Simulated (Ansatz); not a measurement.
PBE exchange is replaced step by step with exact exchange (0 % is PBE, 25 % PBE0; no dispersion term), basis def2-TZVP, Ansatz. System: the cluster Fe3 (the lowest multiplicity 9 isomer of a short search). Charge 0, multiplicity 9. Geometry: PBE-D4/def2-TZVP.

Geometry of the multiplicity 9:

```xyz
3

Fe   -0.265    1.174   -0.384
Fe   -0.859   -0.917   -0.131
Fe    1.125   -0.257    0.515
```

At PBE-D4/def2-TZVP, PBE with 5 % exact exchange/def2-TZVP, PBE with 10 % exact exchange/def2-TZVP, PBE with 15 % exact exchange/def2-TZVP and others the charge 0 multiplicity 9 is spin-contaminated (final ⟨S²⟩ up to 22.09, 20.00 for a pure state). The order of the spin states hangs on the level: the quintet lies 0.50 eV below the multiplicity 9 at PBE0-D4/def2-TZVP, but 0.66 eV above it at PBE-D4/def2-TZVP. The multiplicity 9 is doubtful at PBE0-D4/def2-TZVP (⟨S²⟩ 21.32, where a pure state has 20.00). The quintet is doubtful at PBE0-D4/def2-TZVP (⟨S²⟩ 9.40, where a pure state has 6.00). The quintet is doubtful at PBE-D4/def2-TZVP (⟨S²⟩ 8.88, where a pure state has 6.00). The structure comes from a short search, and lower isomers may exist.

HOMO and LUMO are taken over both spins.

```tsv
exact exchange (%)	HOMO (eV)	LUMO (eV)	gap (eV)	⟨S²⟩
0	-2.70	-2.88	-0.18	20.211
5	-2.79	-2.73	0.06	20.340
10	-3.11	-2.59	0.52	20.486
15	-3.47	-2.45	1.03	20.651
25	-3.73	-2.41	1.32	21.320
35	-4.19	-2.09	2.09	21.680
```

(1) Estimate the row for 50 %.

Answers

(1) 
```csv
exact exchange (%),HOMO (eV),LUMO (eV),gap (eV),⟨S²⟩
50,-4.82,-1.68,3.14,22.091
```
